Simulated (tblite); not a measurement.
C₄H₁₁FGeO₂.
Numbering: `[CH3:1][C@@H:2]([OH:3])[CH2:4][CH2:5][O:6][GeH2:7][F:8]` (hydrogens: H9, H10, H11 on C1; H12 on C2; H13 on O3; H14, H15 on C4; H16, H17 on C5; H18, H19 on Ge7)

Computed with GFN2-xTB (tblite), gas phase: L-BFGS steps from a force-field or distance-geometry start until the largest atomic force falls under 0.01 eV/Å.

Step 16: E = -789.7574 eV
```
atom  x, y, z in Å  |  force x, y, z in eV/Å
C1     -1.8651    0.4710    0.9158   -0.133   0.072   0.068
C2     -1.6022   -0.7314    0.0152    0.032  -0.021   0.214
O3     -2.7313   -1.1302   -0.7358    0.011   0.108   0.011
C4     -0.4007   -0.5167   -0.9219   -0.016   0.056  -0.133
C5      0.9962   -0.4229   -0.3117    0.001  -0.205  -0.147
O6      1.1751    0.7549    0.4716    0.049  -0.092  -0.004
Ge7     2.7964    1.0834    1.0007   -0.043   0.171   0.096
F8      3.3372   -0.3673    1.7855    0.029  -0.194   0.084
H9     -0.9798    0.6084    1.5359   -0.205   0.207  -0.078
H10    -2.7323    0.2944    1.5546    0.128  -0.122  -0.025
H11    -2.0785    1.3741    0.3434    0.212  -0.040  -0.048
H12    -1.4259   -1.5851    0.6691    0.202  -0.242   0.024
H13    -3.0006   -0.4075   -1.3138    0.020   0.068   0.006
H14    -0.5580    0.4052   -1.4865   -0.108   0.020  -0.075
H15    -0.4089   -1.3634   -1.6195    0.125   0.152   0.030
H16     1.2337   -1.2984    0.3010   -0.181  -0.086   0.041
H17     1.7247   -0.4112   -1.1412   -0.138  -0.052   0.032
H18     2.7381    2.0898    2.0853   -0.066   0.133   0.020
H19     3.7721    1.1624   -0.1248    0.082   0.066  -0.116
```

Step 17: E = -789.7718 eV
```
atom  x, y, z in Å  |  force x, y, z in eV/Å
C1     -1.8671    0.4726    0.9117   -0.009   0.002  -0.001
C2     -1.6013   -0.7341    0.0160    0.034   0.006   0.098
O3     -2.7354   -1.1356   -0.7297    0.042   0.069   0.038
C4     -0.4029   -0.5117   -0.9315   -0.035   0.092   0.047
C5      0.9948   -0.4377   -0.3184   -0.045  -0.109  -0.007
O6      1.1815    0.7428    0.4645    0.114  -0.109  -0.022
Ge7     2.8020    1.0754    1.0061   -0.081   0.299  -0.047
F8      3.3579   -0.3582    1.7957    0.040  -0.267   0.122
H9     -0.9820    0.6094    1.5284   -0.138   0.212  -0.009
H10    -2.7298    0.2935    1.5501    0.037  -0.093   0.013
H11    -2.0682    1.3761    0.3369    0.144  -0.047  -0.055
H12    -1.4158   -1.5880    0.6728    0.167  -0.147  -0.063
H13    -3.0251   -0.4116   -1.2970    0.066   0.064   0.039
H14    -0.5507    0.4254   -1.4738   -0.128  -0.019  -0.079
H15    -0.4192   -1.3445   -1.6413    0.111   0.105  -0.012
H16     1.2199   -1.3048    0.3092   -0.188  -0.144  -0.006
H17     1.7269   -0.4347   -1.1397   -0.088  -0.064  -0.034
H18     2.7128    2.0956    2.0771   -0.055   0.110   0.026
H19     3.7918    1.1794   -0.1143    0.012   0.041  -0.046
```

Task: Estimate the geometry and energy of step 18. (The exact step hangs on the optimiser's Hessian estimate; all steps are aligned on step 17, rigid shifts and turns removed.)

Result: E = -789.7867 eV, largest force 0.308 eV/Å
```
atom  x, y, z in Å  |  force x, y, z in eV/Å
C1     -1.8695    0.4738    0.9083    0.114  -0.069  -0.065
C2     -1.5994   -0.7370    0.0191    0.041   0.019  -0.051
O3     -2.7385   -1.1375   -0.7235    0.081  -0.029   0.098
C4     -0.4057   -0.5060   -0.9394   -0.046   0.099   0.193
C5      0.9923   -0.4527   -0.3249   -0.071   0.010   0.138
O6      1.1891    0.7295    0.4582    0.146  -0.105  -0.033
Ge7     2.8060    1.0732    1.0107   -0.060   0.268  -0.140
F8      3.3764   -0.3557    1.8070    0.015  -0.211   0.097
H9     -0.9876    0.6165    1.5217   -0.020   0.195   0.091
H10    -2.7267    0.2896    1.5467   -0.070  -0.046   0.044
H11    -2.0550    1.3767    0.3295    0.040  -0.048  -0.070
H12    -1.4024   -1.5945    0.6750    0.108  -0.020  -0.149
H13    -3.0439   -0.4135   -1.2815    0.099   0.098   0.047
H14    -0.5475    0.4424   -1.4645   -0.135  -0.046  -0.066
H15    -0.4255   -1.3256   -1.6605    0.075   0.053  -0.048
H16     1.2028   -1.3126    0.3164   -0.184  -0.187  -0.061
H17     1.7267   -0.4567   -1.1393   -0.032  -0.090  -0.091
H18     2.6896    2.1035    2.0699   -0.049   0.092   0.037
H19     3.8089    1.1958   -0.1062   -0.055   0.018   0.029
```

The energy changes by -0.0148 eV. The first-order estimate −F·Δx gives -0.0207 eV and the mean of the old and new forces, exact on a quadratic surface, -0.0149 eV. The step makes an angle of 69° with the force vector and moves no atom by more than 0.028 Å.

What follows is the cost of the whole relaxation. The run took 0.38 s on an Arm Neoverse V2 with one thread, shared host.
